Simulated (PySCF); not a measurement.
**SiF₄: breathing scan**

All numbers come from PBE0/[Si def2-SVP, F def2-SVP], no relativity, density fitting, PySCF.

Rigid scan from the singlet minimum (Si–F 1.586 Å (×4); F–Si–F 109.5° (×6)). Coordinate: all bonds to the central atom scaled together. Energies in kJ/mol from the minimum.

```tsv
scale of all bonds to the centre	E (kJ/mol)
0.88	433.1
0.92	169.9
0.96	37.6
1.00	0.0
1.04	30.0
1.08	107.2
1.14	279.3
1.22	561.2
1.35	1035.6
```

At long bonds a restricted determinant can lie too high, and another spin state can fall below this curve.

The scan took 6.3 s on 2 threads of a shared Intel Xeon 6975P-C (Granite Rapids) host; the process peaked at 1 GiB.
